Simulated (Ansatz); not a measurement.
Cl5Sb, charge +1, doublet, at a GFN2-xTB geometry (a state made from the parent by changing its charge; the spin is typed, not shown lowest) (all electrons, no relativity); HF/STO-3G (Ansatz, an electronic-structure program).

Ansatz was given this input:
Ansatz 0.2 input:
```yaml
crystal:
  periodic: [false, false, false]
  atoms:
    - {symbol: Sb, position_ang: [0.00000000, 0.00000000, -0.00000000]}
    - {symbol: Cl, position_ang: [1.95735331, -0.36105640, -1.22775017]}
    - {symbol: Cl, position_ang: [1.03887682, -1.04585262, 1.96380407]}
    - {symbol: Cl, position_ang: [-1.03887682, 1.04585262, -1.96380407]}
    - {symbol: Cl, position_ang: [-1.68160858, -1.62498368, 0.02418303]}
    - {symbol: Cl, position_ang: [-0.27574473, 1.98604007, 1.20356714]}
basis:
  gaussian:
    orbitals: STO-3G
hamiltonian:
  xc: hf
total_charge: 1
magnetization: {spin_polarized: true, initial_magnetization: 1}
```

Task: What does Ansatz print? Leave out banner, timings and long lists.

Result: 
```
Functional definition: HF
772 factors; integrals over basis functions are off by at most 2.2e-5 eV
mean field evaluation 1: about -231945.5839 eV, gradient 1.9e1 eV
mean field evaluation 2: about -231945.6478 eV, gradient 1.9e1 eV
mean field evaluation 4: about -231950.4034 eV, gradient 1.5e0 eV
mean field evaluation 8: about -231950.7698 eV, gradient 5.7e-1 eV
mean field evaluation 16: about -231951.7772 eV, gradient 1.2e-4 eV
mean field evaluation 32: about -231951.7362 eV, gradient 1.5e0 eV
mean field evaluation 64: about -231951.5792 eV, gradient 4.8e-1 eV
mean field evaluation 96: about -231951.5379 eV, gradient 2.8e0 eV
mean field evaluation 128: about -231950.6543 eV, gradient 8.8e-1 eV
mean field evaluation 160: about -231945.6529 eV, gradient 1.9e1 eV
mean field evaluation 192: about -231951.7363 eV, gradient 1.5e0 eV
mean field evaluation 224: about -231951.7771 eV, gradient 3.7e-3 eV
mean field evaluation 256: about -231951.2020 eV, gradient 2.0e0 eV
mean field evaluation 288: about -231951.7771 eV, gradient 2.6e-2 eV
mean field -231951.77715793 eV, -8524.0705879925 hartree, gradient 7.3e-6 eV, S^2 0.751631; 7 other end points of the search recorded, 0 dependent functions left out
reference -231951.77715793 eV, -8524.0705879925 hartree; 68, 67 occupied and 4, 5 virtual orbitals, 772 factors
Total energy: -231951.77715793 eV, -8524.0705879925 hartree
```
